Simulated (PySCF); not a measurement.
PySCF input file for C3H6BFO, SMILES FCB1CCO1, PBE/pcSseg-1. The structure is a stationary point at PBE0-D3(BJ)/def2-SVP. This is a generated structure with no PubChem entry under its InChIKey; it may be hypothetical. The values are those of a single conformer.

```python
import numpy as np
from pyscf import gto, scf, dft
from pyscf.prop.nmr import rks as nmr

mol = gto.M(
    atom='''
    F     0.50120292   -2.33160726    0.00000000
    C    -0.59046473   -1.48926324    0.00000000
    B    -0.17346050    0.02422401    0.00000000
    C     1.13339220    0.91651772   -0.00000000
    C     0.05743037    2.01297192   -0.00000000
    O    -1.04748208    1.07508880    0.00000000
    H    -1.21963377   -1.71045656    0.88355797
    H    -1.21963377   -1.71045656   -0.88355798
    H     1.76958326    0.87083264    0.89504900
    H     1.76958325    0.87083264   -0.89504900
    H     0.01714340    2.65026217    0.89738103
    H     0.01714340    2.65026217   -0.89738102
    ''',
    basis='pcSseg-1',
    charge=0,
    spin=0,
    max_memory=1600,
    verbose=3,
)
mf = dft.RKS(mol, xc='pbe')
mf.grids.level = 3
mf.conv_tol = 1e-10
mf.max_cycle = 100
mf.kernel()
n = nmr.NMR(mf)
n.verbose = 2
n.max_cycle_cphf = 60
sigma = n.kernel()
print('atom   isotropic/ppm   span/ppm')
for i, s in enumerate(sigma):
    w = np.linalg.eigvalsh((s + s.T) / 2)
    print(f'{mol.atom_symbol(i):2s}{i + 1:3d} {w.mean():14.3f} {w[2] - w[0]:11.3f}')
```

Output:

```
converged SCF energy = -317.456853600253
atom   isotropic/ppm   span/ppm
F   1        466.919      56.240
C   2        100.114      98.950
B   3         35.277      98.575
C   4        162.458      23.406
C   5        103.139      81.552
O   6         66.699     486.861
H   7         26.567       7.407
H   8         26.567       7.407
H   9         29.377       7.500
H  10         29.377       7.500
H  11         26.277       6.868
H  12         26.277       6.868
```

Self-consistency was reached.

Cost: very roughly 30 core-seconds.
